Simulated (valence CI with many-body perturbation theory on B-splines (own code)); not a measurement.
# E1 line list for I20+

Method: configuration interaction combined with many-body perturbation theory (CI+MBPT): five valence electrons over a frozen Dirac-Fock core [Ar] 3d10, radial functions for each j: 9 s, 9 p, 8 d, 6 f, 3 g, 1 h, with the one-electron correlation potential Σ1 (screened to all orders), the two-electron term Σ2, the three-electron term Σ3, Breit, model QED; selected single and double excitations, second order for the rest (own B-spline code, finite nucleus).

No measured levels were compared; by estimate levels hold to about 250 cm⁻¹ or 0.2 % of their energy and the worst to 1 %, as in measured heavy ions of charge 2 to 7; those with d or f electrons hold less well. Among the levels kept, up to 300 cm⁻¹ of a level comes from second order outside the variational space, and about a tenth of that is noise between levels of different J, which matters for small intervals.

Lines 1 to 50 of 178 in falling wavelength, among levels below 1157600 cm⁻¹, chosen from the strongest by gf and those to the six lowest levels. Wavelengths and rates use the calculated energies, so an error of 1000 cm⁻¹ moves a line at 430.3 Å by 0.43 % and its rate by three times that or more. Electric multipoles are in the length gauge, E1 and E2 with the static RPA response of the core. Weak lines are less certain than strong ones. Lines between different terms over intervals too small for the method are left out, as are lines whose strength nearly cancels. The highest levels of a list are the least certain.

Levels are named by their leading jj configuration (3d3/2^4 stands for four electrons in 3d with j = 3/2), which in mixed levels can hold well under half, so a name can repeat and another be missing. Letters in brackets count levels of one name in rising energy.

```tsv
λ vac (Å)	Upper	Lower	A (s⁻¹)	S (a.u.)
430.3	(4s 4p1/2^2 4p3/2^2) J=5/2	(4s^2 4p3/2^3) J=3/2	6.92e+06	1.63e-03
389.9	(4p1/2^2 4p3/2^3) J=3/2	(4s^2 4p1/2 4p3/2 4d5/2) J=3/2 [a]	1.34e+08	1.57e-02
384.7	(4s 4p1/2^2 4p3/2 4d3/2) J=3/2 [a]	(4s^2 4p1/2 4p3/2 4d3/2) J=1/2 [b]	6.75e+07	7.59e-03
383.8	(4s 4p1/2^2 4p3/2 4d3/2) J=5/2	(4s^2 4p1/2 4p3/2 4d3/2) J=3/2 [b]	1.40e+08	2.34e-02
369.0	(4s 4p1/2^2 4p3/2 4d3/2) J=7/2	(4s^2 4p1/2 4p3/2 4d5/2) J=5/2 [b]	2.61e+08	5.18e-02
367.9	(4p1/2^2 4p3/2^3) J=3/2	(4s 4p3/2^4) J=1/2	8.60e+07	8.45e-03
345.8	(4s 4p1/2^2 4p3/2^2) J=3/2	(4s^2 4p3/2^3) J=3/2	2.12e+08	1.73e-02
339.6	(4s 4p1/2^2 4p3/2^2) J=1/2	(4s^2 4p3/2^3) J=3/2	9.56e+07	3.69e-03
330.2	(4p1/2^2 4p3/2^3) J=3/2	(4s^2 4p1/2 4p3/2 4d3/2) J=3/2 [a]	1.61e+08	1.15e-02
323.5	(4s 4p1/2^2 4p3/2 4d3/2) J=7/2	(4s^2 4p1/2 4p3/2 4d5/2) J=5/2 [a]	1.12e+08	1.50e-02
313.4	(4s 4p1/2^2 4p3/2 4d3/2) J=7/2	(4s^2 4p1/2 4p3/2 4d5/2) J=9/2	5.74e+07	6.98e-03
300.1	(4s 4p1/2^2 4p3/2 4d5/2) J=9/2	(4s^2 4p1/2 4p3/2 4d5/2) J=9/2	6.90e+08	9.20e-02
295.0	(4s 4p1/2^2 4p3/2 4d3/2) J=1/2	(4s^2 4p1/2 4p3/2 4d3/2) J=3/2 [a]	3.78e+08	9.57e-03
293.4	(4s 4p1/2^2 4p3/2 4d3/2) J=5/2	(4s^2 4p1/2 4p3/2 4d3/2) J=3/2 [a]	2.34e+08	1.75e-02
292.7	(4s 4p1/2^2 4p3/2 4d3/2) J=3/2 [a]	(4s^2 4p1/2 4p3/2 4d3/2) J=3/2 [a]	6.35e+08	3.14e-02
292.5	(4s 4p1/2^2 4p3/2 4d3/2) J=3/2 [b]	(4s^2 4p1/2 4p3/2 4d5/2) J=3/2 [a]	3.16e+08	1.56e-02
290.7	(4s 4p1/2^2 4p3/2 4d3/2) J=5/2	(4s^2 4p1/2 4p3/2 4d3/2) J=7/2	1.64e+08	1.19e-02
287.7	(4s 4p1/2^2 4p3/2 4d3/2) J=7/2	(4s^2 4p1/2 4p3/2 4d3/2) J=7/2	8.28e+08	7.78e-02
285.0	(4s 4p1/2^2 4p3/2 4d3/2) J=1/2	(4s^2 4p1/2 4p3/2 4d3/2) J=1/2 [a]	9.51e+08	2.17e-02
283.4	(4s 4p1/2^2 4p3/2 4d3/2) J=3/2 [b]	(4s^2 4p1/2 4p3/2 4d5/2) J=5/2 [a]	4.40e+08	1.97e-02
282.8	(4s 4p1/2^2 4p3/2 4d3/2) J=3/2 [a]	(4s^2 4p1/2 4p3/2 4d3/2) J=1/2 [a]	1.49e+08	6.67e-03
281.7	(4s 4p1/2^2 4p3/2 4d5/2) J=9/2	(4s^2 4p1/2 4p3/2 4d5/2) J=7/2 [a]	8.37e+08	9.24e-02
279.8	(4s 4p1/2 4p3/2^3) J=3/2 [a]	(4s^2 4p3/2^3) J=3/2	3.24e+07	1.40e-03
278.0	(4s 4p1/2^2 4p3/2 4d3/2) J=5/2	(4s^2 4p1/2 4p3/2 4d3/2) J=5/2	7.27e+08	4.63e-02
277.4	(4s 4p1/2^2 4p3/2 4d3/2) J=3/2 [a]	(4s^2 4p1/2 4p3/2 4d3/2) J=5/2	3.37e+08	1.42e-02
277.0	(4s 4p1/2^2 4p3/2^2) J=5/2	(4s^2 4p1/2 4p3/2^2) J=5/2	1.17e+09	7.39e-02
276.4	(4s 4p1/2^2 4p3/2 4d5/2) J=9/2	(4s^2 4p1/2 4p3/2 4d3/2) J=7/2	3.57e+08	3.72e-02
275.3	(4s 4p1/2^2 4p3/2 4d3/2) J=7/2	(4s^2 4p1/2 4p3/2 4d3/2) J=5/2	1.67e+08	1.37e-02
262.2	(4p1/2^2 4p3/2^3) J=3/2	(4s 4p1/2 4p3/2^3) J=3/2 [b]	5.91e+09	2.10e-01
259.8	(4s 4p1/2^2 4p3/2^2) J=5/2	(4s^2 4p1/2 4p3/2^2) J=3/2	2.65e+09	1.37e-01
259.3	(4s 4p1/2^2 4p3/2^2) J=3/2	(4s^2 4p1/2 4p3/2^2) J=1/2	3.51e+07	1.21e-03
258.5	(4s 4p1/2 4p3/2^3) J=5/2	(4s^2 4p3/2^3) J=3/2	3.04e+09	1.56e-01
255.8	(4s 4p1/2^2 4p3/2^2) J=1/2	(4s^2 4p1/2 4p3/2^2) J=1/2	3.13e+09	5.17e-02
252.9	(4p1/2^2 4p3/2^3) J=3/2	(4s 4p1/2 4p3/2^3) J=1/2	3.25e+09	1.04e-01
245.9	(4p1/2^2 4p3/2^3) J=3/2	(4s^2 4p1/2^2 4d3/2) J=3/2	2.79e+08	8.18e-03
245.6	(4s 4p1/2^2 4p3/2 4d3/2) J=3/2 [b]	(4s^2 4p1/2 4p3/2 4d3/2) J=5/2	1.55e+09	4.53e-02
244.1	(4s 4p1/2^2 4p3/2 4d3/2) J=5/2	(4s^2 4p1/2^2 4d5/2) J=5/2	3.35e+08	1.44e-02
241.9	(4s 4p1/2^2 4p3/2 4d3/2) J=7/2	(4s^2 4p1/2^2 4d5/2) J=5/2	3.32e+08	1.85e-02
240.1	(4s^2 4p1/2^2 4d3/2) J=3/2	(4s^2 4p3/2^3) J=3/2	3.73e+08	1.02e-02
239.4	(4s 4p1/2^2 4p3/2^2) J=3/2	(4s^2 4p1/2 4p3/2^2) J=5/2	2.33e+09	6.31e-02
233.8	(4s 4p1/2 4p3/2^3) J=1/2	(4s^2 4p3/2^3) J=3/2	1.20e+09	1.51e-02
229.2	(4p1/2^2 4p3/2^3) J=3/2	(4s 4p1/2 4p3/2^3) J=5/2	1.41e+10	3.35e-01
226.4	(4s 4p1/2^2 4p3/2^2) J=3/2	(4s^2 4p1/2 4p3/2^2) J=3/2	5.00e+08	1.14e-02
226.4	(4s 4p1/2 4p3/2^3) J=3/2 [b]	(4s^2 4p3/2^3) J=3/2	3.05e+09	6.98e-02
223.7	(4s 4p1/2^2 4p3/2^2) J=1/2	(4s^2 4p1/2 4p3/2^2) J=3/2	4.02e+08	4.44e-03
221.5	(4s^2 4p1/2^2 4d5/2) J=5/2	(4s^2 4p3/2^3) J=3/2	4.25e+07	1.37e-03
220.3	(4s 4p1/2 4p3/2^3) J=3/2 [a]	(4s^2 4p1/2 4p3/2^2) J=1/2	3.52e+08	7.44e-03
218.7	(4s 4p1/2^2 4p3/2 4d3/2) J=3/2 [b]	(4s^2 4p1/2^2 4d5/2) J=5/2	6.86e+08	1.42e-02
214.7	(4p1/2^2 4p3/2^3) J=3/2	(4s 4p1/2 4p3/2^3) J=3/2 [a]	6.19e+09	1.21e-01
214.2	(4s 4p1/2^2 4p3/2 4d3/2) J=3/2 [b]	(4s 4p1/2 4p3/2^3) J=3/2 [b]	7.42e+08	1.44e-02
```
